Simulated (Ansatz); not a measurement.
Reaction (ligand exchange at a B–C bond): `CCB(O)O[SiH3]` + CH₃OH → `COB(O)O[SiH3]` + ethane

Computed with Ansatz on PBE0-D4/def2-TZVP structures; ΔE is electronic, products minus reactants. CBS: MP2 limit from def2 TZ/QZ plus the TZ coupled-cluster correction, frozen cores. This one scheme is used for every species. Functionals use def2-TZVPP. B3LYP here is the variant with VWN-RPA as its local correlation; programs differ in this. One conformer a species, not always the lowest.

`CCB(O)O[SiH3]`:

Cartesian coordinates in Å:
```
C -1.790 0.771 1.269
C -0.699 -0.068 0.617
B 0.216 0.684 -0.417
O 0.004 2.002 -0.679
O 1.242 0.056 -1.081
Si 1.815 -1.487 -1.046
H -2.469 1.185 0.521
H -1.364 1.617 1.813
H -2.385 0.184 1.974
H -0.050 -0.509 1.385
H -1.142 -0.936 0.108
H 0.628 2.342 -1.327
H 2.277 -1.843 0.321
H 2.956 -1.551 -1.990
H 0.762 -2.447 -1.468
```

CH₃OH:

```xyz
6

C     0.062   -0.343   -0.073
O    -0.664    0.774    0.385
H    -0.570   -1.219    0.074
H     0.992   -0.496    0.489
H     0.305   -0.274   -1.141
H    -0.125    1.558    0.267
```

`COB(O)O[SiH3]`:

```xyz
13

C     0.375   -1.588   -1.318
O     0.329   -0.421   -0.536
B    -0.664   -0.208    0.386
O    -1.685   -1.078    0.632
O    -0.628    0.947    1.101
Si    0.448    2.193    1.059
H     1.241   -1.521   -1.976
H     0.487   -2.485   -0.697
H    -0.520   -1.692   -1.942
H    -1.661   -1.877    0.103
H     1.812    1.725    1.417
H    -0.013    3.186    2.058
H     0.480    2.820   -0.287
```

`CC`:

Cartesian coordinates in Å:
```
C 0.316 0.371 -0.583
C -0.316 -0.371 0.583
H 1.272 -0.074 -0.867
H -0.330 0.351 -1.464
H 0.502 1.418 -0.335
H -1.272 0.074 0.867
H 0.330 -0.351 1.464
H -0.502 -1.418 0.335
```

Is it downhill or uphill in electronic energy at CCSD(T)/CBS, and by how much? (Best estimate.)

Computed: Downhill: ΔE = -114.3 kJ/mol.

What do these levels give: ωB97X-V, r2SCAN, B3LYP, SCS-MP2/def2-TZVPP, CCSD(T)/def2-TZVPP, CCSD/CBS(def2)? (Estimate.)

Computed: ωB97X-V -115.0, r2SCAN -119.8, B3LYP -121.6, SCS-MP2/def2-TZVPP -118.3, CCSD(T)/def2-TZVPP -116.5, CCSD/CBS(def2) -115.7 kJ/mol.

Largest T1 diagnostic among the species: 0.012.

In def2-TZVPP, CCSD(T) changes the Hartree–Fock value by +15.9 kJ/mol (the triples alone add +1.5 kJ/mol) and MP2 by +16.3 kJ/mol.
